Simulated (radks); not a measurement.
Radial electron density D(r) = 4 pi r^2 rho(r) of an atom or ion with 16 electrons. Calculated with a radial shooting solver on a logarithmic mesh with Libxc functionals: scalar-relativistic Kohn-Sham, PBE, spin-polarised, spherical densities, finite nucleus; Fermi nuclear charge, rms radius of each element as measured or else 0.836 A^(1/3) + 0.57 fm.

r (bohr),D(r) (e/bohr),spin D(r)
0.003976,0.5859,-0.0000329
0.005345,1.006,-0.0000541
0.007187,1.701,-0.0000840
0.009662,2.813,-0.000116
0.01289,4.465,-0.000116
0.01733,6.910,0.0000346
0.0233,10.16,0.000694
0.03132,13.95,0.00284
0.04211,17.50,0.00888
0.05661,19.54,0.0242
0.07612,18.95,0.0586
0.1023,16.06,0.126
0.1376,13.47,0.234
0.1835,14.13,0.355
0.2467,17.69,0.412
0.3317,19.26,0.294
0.446,14.96,0.0548
0.5996,7.768,0.0414
0.8061,3.834,0.597
1.084,3.933,1.48
1.457,3.984,1.77
1.959,2.333,1.13
2.613,0.7541,0.389
3.513,0.1220,0.0675
4.723,0.01958,0.0160
6.35,0.03265,0.0326
8.538,0.06194,0.0619
11.48,0.05331,0.0533
15.43,0.01542,0.0154
20.75,0.001313,0.00131

What is the nuclear charge?

Answer. Z = 17. The innermost maximum, from 1s, lies near gamma/Z bohr with gamma = sqrt(1 - (Z/c)^2) = 0.992, here 0.0584 bohr (found: 0.0618), and its height grows with Z. The density is that of the chlorine ion Cl+ in [Ne] 3s2 3p3.5 4f0.5; the configuration itself is not fixed sharply by these data, and Z only to about a unit. D(r) has 4 maxima, at r = 0.0618, 0.314, 1.28, 9.63 bohr, and minima at 0.151, 0.902, 5.00 bohr, inside which lie 2.18, 10.37, 15.51 electrons.
